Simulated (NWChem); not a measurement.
# Basis-set convergence for HISSi

```xyz
4

Si    -1.3009     0.8844     0.0000
I      0.3148    -1.0508     0.0000
S      0.1459     2.4907     0.0000
H     -0.8052     3.4597     0.0000
```
Charge 0, spin multiplicity 1.

Everything below was run with NWChem. All single points use one geometry, from B3LYP/def2-SVP with def2 effective core potentials on I, a minimum by its harmonic frequencies. It is one conformer; others weren't searched.

Quantity: first vertical ionisation energy at the level G0W0@PBE0.

Effective core potentials replace the inner electrons of I; spin-orbit coupling is left out. GW and range-separated runs recompute their integrals, the others keep them in memory, which bears on the times. The structure started from a generated list of species.

The cost column gives rough processor time relative to def2-SVP; each entry includes its own SCF.

| basis | functions | first vertical ionisation energy (eV) | relative cost |
|---|---|---|---|
| def2-SVP | 67 | 8.44 | 1 |
| def2-SVPD | 94 | 8.47 | under 3 |
| def2-TZVP | 130 | 8.76 | 5 |
| def2-TZVPP | 148 | 8.79 | 6 |
| def2-TZVPD | 157 | 8.76 | 8 |
| def2-QZVP | 252 | 9.00 | 50 |

Smallest basis within 0.05 eV of def2-QZVP, the largest set run: no smaller one. def2-QZVP isn't the basis-set limit itself, and a small set can land close by cancellation.
